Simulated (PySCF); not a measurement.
C3H13NSi2, SMILES CNC(C)([SiH3])[SiH3].

Geometry: PBE-D3(BJ)/def2-SVP. This is a generated structure with no PubChem entry under its InChIKey; it may be hypothetical. Other conformers were not sampled.

Method: PBE-D3(BJ)/def2-SVP (PySCF 2.14.0).

Frequencies are harmonic and unscaled.

```json
[
 {"mode": "1", "ν (cm⁻¹)": "98", "IR (km/mol)": "2.3", "moving atoms (share of kinetic energy)": "H 47 %, C 31 %, Si 11 %, N 11 %"},
 {"mode": "2", "ν (cm⁻¹)": "142", "IR (km/mol)": "0.1", "moving atoms (share of kinetic energy)": "H 65 %, Si 20 %, C 14 %"},
 {"mode": "3", "ν (cm⁻¹)": "159", "IR (km/mol)": "0.5", "moving atoms (share of kinetic energy)": "H 43 %, C 28 %, Si 25 %"},
 {"mode": "4", "ν (cm⁻¹)": "172", "IR (km/mol)": "0.4", "moving atoms (share of kinetic energy)": "H 53 %, Si 34 %, C 9 %"},
 {"mode": "5", "ν (cm⁻¹)": "192", "IR (km/mol)": "0.1", "moving atoms (share of kinetic energy)": "H 90 %"},
 {"mode": "6", "ν (cm⁻¹)": "206", "IR (km/mol)": "0.3", "moving atoms (share of kinetic energy)": "H 69 %, C 17 %, Si 10 %"},
 {"mode": "7", "ν (cm⁻¹)": "223", "IR (km/mol)": "0.2", "moving atoms (share of kinetic energy)": "H 91 %"},
 {"mode": "8", "ν (cm⁻¹)": "240", "IR (km/mol)": "0.2", "moving atoms (share of kinetic energy)": "H 46 %, C 30 %, Si 15 %, N 9 %"},
 {"mode": "9", "ν (cm⁻¹)": "247", "IR (km/mol)": "0.4", "moving atoms (share of kinetic energy)": "C 45 %, H 39 %, Si 12 %"},
 {"mode": "10", "ν (cm⁻¹)": "343", "IR (km/mol)": "6.9", "moving atoms (share of kinetic energy)": "H 36 %, N 28 %, Si 24 %, C 12 %"},
 {"mode": "11", "ν (cm⁻¹)": "373", "IR (km/mol)": "7.8", "moving atoms (share of kinetic energy)": "Si 29 %, H 26 %, C 24 %, N 21 %"},
 {"mode": "12", "ν (cm⁻¹)": "517", "IR (km/mol)": "4.0", "moving atoms (share of kinetic energy)": "H 38 %, Si 25 %, C 24 %, N 13 %"},
 {"mode": "13", "ν (cm⁻¹)": "541", "IR (km/mol)": "2.3", "moving atoms (share of kinetic energy)": "H 75 %, Si 17 %"},
 {"mode": "14", "ν (cm⁻¹)": "591", "IR (km/mol)": "5.0", "moving atoms (share of kinetic energy)": "H 85 %, Si 14 %"},
 {"mode": "15", "ν (cm⁻¹)": "626", "IR (km/mol)": "71.6", "moving atoms (share of kinetic energy)": "H 75 %, Si 11 %, C 9 %"},
 {"mode": "16", "ν (cm⁻¹)": "657", "IR (km/mol)": "30.1", "moving atoms (share of kinetic energy)": "H 70 %, Si 13 %, C 10 %"},
 {"mode": "17", "ν (cm⁻¹)": "681", "IR (km/mol)": "25.9", "moving atoms (share of kinetic energy)": "H 62 %, C 18 %, N 16 %"},
 {"mode": "18", "ν (cm⁻¹)": "794", "IR (km/mol)": "60.7", "moving atoms (share of kinetic energy)": "C 50 %, H 40 %"},
 {"mode": "19", "ν (cm⁻¹)": "863", "IR (km/mol)": "251.8", "moving atoms (share of kinetic energy)": "H 92 %"},
 {"mode": "20", "ν (cm⁻¹)": "878", "IR (km/mol)": "11.4", "moving atoms (share of kinetic energy)": "H 60 %, C 31 %, N 8 %"},
 {"mode": "21", "ν (cm⁻¹)": "896", "IR (km/mol)": "142.6", "moving atoms (share of kinetic energy)": "H 91 %, Si 8 %"},
 {"mode": "22", "ν (cm⁻¹)": "903", "IR (km/mol)": "51.4", "moving atoms (share of kinetic energy)": "H 95 %"},
 {"mode": "23", "ν (cm⁻¹)": "906", "IR (km/mol)": "35.7", "moving atoms (share of kinetic energy)": "H 97 %"},
 {"mode": "24", "ν (cm⁻¹)": "913", "IR (km/mol)": "20.3", "moving atoms (share of kinetic energy)": "H 97 %"},
 {"mode": "25", "ν (cm⁻¹)": "919", "IR (km/mol)": "47.3", "moving atoms (share of kinetic energy)": "H 95 %"},
 {"mode": "26", "ν (cm⁻¹)": "1010", "IR (km/mol)": "1.7", "moving atoms (share of kinetic energy)": "C 65 %, H 28 %"},
 {"mode": "27", "ν (cm⁻¹)": "1040", "IR (km/mol)": "4.4", "moving atoms (share of kinetic energy)": "H 62 %, C 36 %"},
 {"mode": "28", "ν (cm⁻¹)": "1068", "IR (km/mol)": "1.0", "moving atoms (share of kinetic energy)": "H 50 %, C 47 %"},
 {"mode": "29", "ν (cm⁻¹)": "1111", "IR (km/mol)": "3.2", "moving atoms (share of kinetic energy)": "H 59 %, C 31 %, N 10 %"},
 {"mode": "30", "ν (cm⁻¹)": "1152", "IR (km/mol)": "30.2", "moving atoms (share of kinetic energy)": "N 38 %, C 38 %, H 24 %"},
 {"mode": "31", "ν (cm⁻¹)": "1167", "IR (km/mol)": "17.1", "moving atoms (share of kinetic energy)": "C 45 %, H 33 %, N 22 %"},
 {"mode": "32", "ν (cm⁻¹)": "1327", "IR (km/mol)": "3.1", "moving atoms (share of kinetic energy)": "H 82 %, C 18 %"},
 {"mode": "33", "ν (cm⁻¹)": "1387", "IR (km/mol)": "0.9", "moving atoms (share of kinetic energy)": "H 88 %, C 12 %"},
 {"mode": "34", "ν (cm⁻¹)": "1398", "IR (km/mol)": "12.9", "moving atoms (share of kinetic energy)": "H 94 %"},
 {"mode": "35", "ν (cm⁻¹)": "1413", "IR (km/mol)": "0.7", "moving atoms (share of kinetic energy)": "H 95 %"},
 {"mode": "36", "ν (cm⁻¹)": "1415", "IR (km/mol)": "6.6", "moving atoms (share of kinetic energy)": "H 89 %"},
 {"mode": "37", "ν (cm⁻¹)": "1421", "IR (km/mol)": "5.1", "moving atoms (share of kinetic energy)": "H 94 %"},
 {"mode": "38", "ν (cm⁻¹)": "1451", "IR (km/mol)": "13.9", "moving atoms (share of kinetic energy)": "H 93 %"},
 {"mode": "39", "ν (cm⁻¹)": "2137", "IR (km/mol)": "145.8", "moving atoms (share of kinetic energy)": "H 98 %"},
 {"mode": "40", "ν (cm⁻¹)": "2147", "IR (km/mol)": "53.8", "moving atoms (share of kinetic energy)": "H 97 %"},
 {"mode": "41", "ν (cm⁻¹)": "2153", "IR (km/mol)": "28.0", "moving atoms (share of kinetic energy)": "H 96 %"},
 {"mode": "42", "ν (cm⁻¹)": "2161", "IR (km/mol)": "150.4", "moving atoms (share of kinetic energy)": "H 97 %"},
 {"mode": "43", "ν (cm⁻¹)": "2176", "IR (km/mol)": "8.8", "moving atoms (share of kinetic energy)": "H 96 %"},
 {"mode": "44", "ν (cm⁻¹)": "2183", "IR (km/mol)": "153.8", "moving atoms (share of kinetic energy)": "H 96 %"},
 {"mode": "45", "ν (cm⁻¹)": "2881", "IR (km/mol)": "79.1", "moving atoms (share of kinetic energy)": "H 95 %"},
 {"mode": "46", "ν (cm⁻¹)": "2944", "IR (km/mol)": "27.3", "moving atoms (share of kinetic energy)": "H 97 %"},
 {"mode": "47", "ν (cm⁻¹)": "2991", "IR (km/mol)": "26.3", "moving atoms (share of kinetic energy)": "H 92 %"},
 {"mode": "48", "ν (cm⁻¹)": "3024", "IR (km/mol)": "15.3", "moving atoms (share of kinetic energy)": "H 91 %, C 9 %"},
 {"mode": "49", "ν (cm⁻¹)": "3045", "IR (km/mol)": "12.4", "moving atoms (share of kinetic energy)": "H 91 %, C 9 %"},
 {"mode": "50", "ν (cm⁻¹)": "3051", "IR (km/mol)": "20.2", "moving atoms (share of kinetic energy)": "H 91 %, C 9 %"},
 {"mode": "51", "ν (cm⁻¹)": "3410", "IR (km/mol)": "0.9", "moving atoms (share of kinetic energy)": "H 93 %"}
]
```
